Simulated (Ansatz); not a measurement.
The cluster Ga₂Sb⁺. Charge 1, multiplicity 1. Geometry r2SCAN-D4/def2-TZVP.

| atom | x (Å) | y (Å) | z (Å) |
| --- | --- | --- | --- |
| Ga1 | 1.287 | 2.160 | 0.536 |
| Ga2 | -0.865 | -2.387 | 0.403 |
| Sb3 | -0.422 | 0.227 | -0.938 |

In the def2 sets Sb takes a core potential, while STO-3G treats all electrons; there is no spin–orbit coupling. The restricted singlet is unstable towards broken spin symmetry in Hartree–Fock (as tested in another run); at HF/STO-3G this wasn't settled. The restricted singlet is unstable towards broken spin symmetry at other levels; at PBE-D4/def2-SVP, revPBE-D4/def2-TZVP, PBE0-D4/def2-SVP this wasn't settled. At PBE-D4/def2-SVP, PBE-D4/def2-TZVP, revPBE-D4/def2-TZVP an occupied level lies above an empty one. At PBE-D4/def2-TZVP the restricted singlet is unstable: a solution with broken spin symmetry lies lower. At PBE0-D4/def2-TZVP a triplet of charge 1 lies 0.99 eV below the restricted singlet, each at its own geometry. The structure comes from a short search, and lower isomers may exist.

Task: Estimate the orbital energies around the gap (eV) in Ansatz with HF/STO-3G, PBE-D4/def2-SVP, PBE-D4/def2-TZVP, revPBE-D4/def2-TZVP, PBE0-D4/def2-SVP.

Result: 
```json
{"orbital": "HOMO−9", "HF/STO-3G": "-15.53", "PBE-D4/def2-SVP": "-24.68", "PBE-D4/def2-TZVP": "-24.52", "revPBE-D4/def2-TZVP": "-24.44", "PBE0-D4/def2-SVP": "-28.08"}
{"orbital": "HOMO−8", "HF/STO-3G": "-15.46", "PBE-D4/def2-SVP": "-24.65", "PBE-D4/def2-TZVP": "-24.49", "revPBE-D4/def2-TZVP": "-24.41", "PBE0-D4/def2-SVP": "-28.06"}
{"orbital": "HOMO−7", "HF/STO-3G": "-15.46", "PBE-D4/def2-SVP": "-24.65", "PBE-D4/def2-TZVP": "-24.49", "revPBE-D4/def2-TZVP": "-24.41", "PBE0-D4/def2-SVP": "-28.06"}
{"orbital": "HOMO−6", "HF/STO-3G": "-15.31", "PBE-D4/def2-SVP": "-24.63", "PBE-D4/def2-TZVP": "-24.48", "revPBE-D4/def2-TZVP": "-24.40", "PBE0-D4/def2-SVP": "-28.05"}
{"orbital": "HOMO−5", "HF/STO-3G": "-15.30", "PBE-D4/def2-SVP": "-24.63", "PBE-D4/def2-TZVP": "-24.48", "revPBE-D4/def2-TZVP": "-24.39", "PBE0-D4/def2-SVP": "-28.04"}
{"orbital": "HOMO−4", "HF/STO-3G": "-13.84", "PBE-D4/def2-SVP": "-17.70", "PBE-D4/def2-TZVP": "-17.64", "revPBE-D4/def2-TZVP": "-17.55", "PBE0-D4/def2-SVP": "-19.08"}
{"orbital": "HOMO−3", "HF/STO-3G": "-12.37", "PBE-D4/def2-SVP": "-13.69", "PBE-D4/def2-TZVP": "-13.64", "revPBE-D4/def2-TZVP": "-13.54", "PBE0-D4/def2-SVP": "-14.80"}
{"orbital": "HOMO−2", "HF/STO-3G": "-12.28", "PBE-D4/def2-SVP": "-12.98", "PBE-D4/def2-TZVP": "-12.95", "revPBE-D4/def2-TZVP": "-12.84", "PBE0-D4/def2-SVP": "-13.94"}
{"orbital": "HOMO−1", "HF/STO-3G": "-10.16", "PBE-D4/def2-SVP": "-9.41", "PBE-D4/def2-TZVP": "-9.37", "revPBE-D4/def2-TZVP": "-9.30", "PBE0-D4/def2-SVP": "-10.14"}
{"orbital": "HOMO", "HF/STO-3G": "-9.94", "PBE-D4/def2-SVP": "-9.22", "PBE-D4/def2-TZVP": "-9.21", "revPBE-D4/def2-TZVP": "-9.15", "PBE0-D4/def2-SVP": "-9.98"}
{"orbital": "LUMO", "HF/STO-3G": "-3.05", "PBE-D4/def2-SVP": "-9.76", "PBE-D4/def2-TZVP": "-9.70", "revPBE-D4/def2-TZVP": "-9.59", "PBE0-D4/def2-SVP": "-8.85"}
{"orbital": "LUMO+1", "HF/STO-3G": "-0.87", "PBE-D4/def2-SVP": "-6.90", "PBE-D4/def2-TZVP": "-6.87", "revPBE-D4/def2-TZVP": "-6.78", "PBE0-D4/def2-SVP": "-6.12"}
{"orbital": "LUMO+2", "HF/STO-3G": "-0.83", "PBE-D4/def2-SVP": "-6.80", "PBE-D4/def2-TZVP": "-6.77", "revPBE-D4/def2-TZVP": "-6.69", "PBE0-D4/def2-SVP": "-6.11"}
{"orbital": "LUMO+3", "HF/STO-3G": "-0.21", "PBE-D4/def2-SVP": "-6.62", "PBE-D4/def2-TZVP": "-6.59", "revPBE-D4/def2-TZVP": "-6.50", "PBE0-D4/def2-SVP": "-5.90"}
{"orbital": "LUMO+4", "HF/STO-3G": "0.23", "PBE-D4/def2-SVP": "-6.47", "PBE-D4/def2-TZVP": "-6.43", "revPBE-D4/def2-TZVP": "-6.34", "PBE0-D4/def2-SVP": "-5.63"}
{"orbital": "LUMO+5", "HF/STO-3G": "1.53", "PBE-D4/def2-SVP": "-5.18", "PBE-D4/def2-TZVP": "-5.17", "revPBE-D4/def2-TZVP": "-5.09", "PBE0-D4/def2-SVP": "-4.47"}
```
